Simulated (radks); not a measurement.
Valence configurations of Ba+ (all share [Xe]). Method: Dirac Kohn-Sham, PBE, spin-unpolarised, spherical densities, finite nucleus; open shells are shared between the two j in proportion to 2j + 1; Fermi nuclear charge, rms radius 4.8378 fm; computed with a radial shooting solver on a logarithmic mesh with Libxc functionals. Energies are relative to 6s1; eigenvalues in eV.

valence      E (eV)  e(4f5/2)  e(4f7/2)  e(5d3/2)  e(5d5/2)  e(6p1/2)
6s1           0.000         -         -         -         -         -
5d1           0.684         -         -    -5.998    -5.861         -
4f1           4.766    -2.211    -2.131         -         -         -
6p1           2.590         -         -         -         -    -5.719
5d0.5 6s0.5   0.300         -         -    -6.561    -6.415         -
6s0.5 6p0.5   1.295         -         -         -         -    -5.437

NIST lists [Xe] 6s1 as the ground configuration; this level of theory agrees among the configurations tried. The energies are those of spherical spin-averaged densities, not of single terms.
